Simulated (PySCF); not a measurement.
CH2BF3O, SMILES OBC(F)(F)F. Atoms are numbered in the order given.

```xyz
8

B      0.7630    -1.0364     0.0000
C      0.0462     0.4074     0.0000
F      0.3708     1.1312    -1.0876
F      0.3708     1.1312     1.0876
F     -1.3106     0.2794     0.0000
H      1.9600    -1.1294     0.0000
O      0.0020    -2.1342     0.0000
H     -0.9483    -1.9349     0.0000
```

Geometry optimised at B3LYP-D3(BJ)/def2-SVP. One conformer was computed; it need not be the lowest.

The numbers are results of PBE/pcSseg-1 (PySCF), not measurements.

GIAO shieldings, no solvent; atoms alike by connectivity are averaged. δ = σ(ref) − σ: ¹¹B against BF3 (σ = 83.9 ppm); ¹³C against TMS (σ = 182.0 ppm); ¹⁹F against CFCl3 (σ = 133.6 ppm); ¹H against TMS (σ = 31.49 ppm); ¹⁷O against H2O (σ = 334.3 ppm), references at their B3LYP-D3(BJ)/def2-TZVP geometries, non-relativistic.

```csv
nucleus,atoms,count,δ (ppm)
¹¹B,B1,1,25.8
¹³C,C2,1,137.8
¹⁹F,"F3, F4, F5",3,-112.3
¹H,H8,1,7.30
¹H,H6,1,5.30
¹⁷O,O7,1,209.6
```
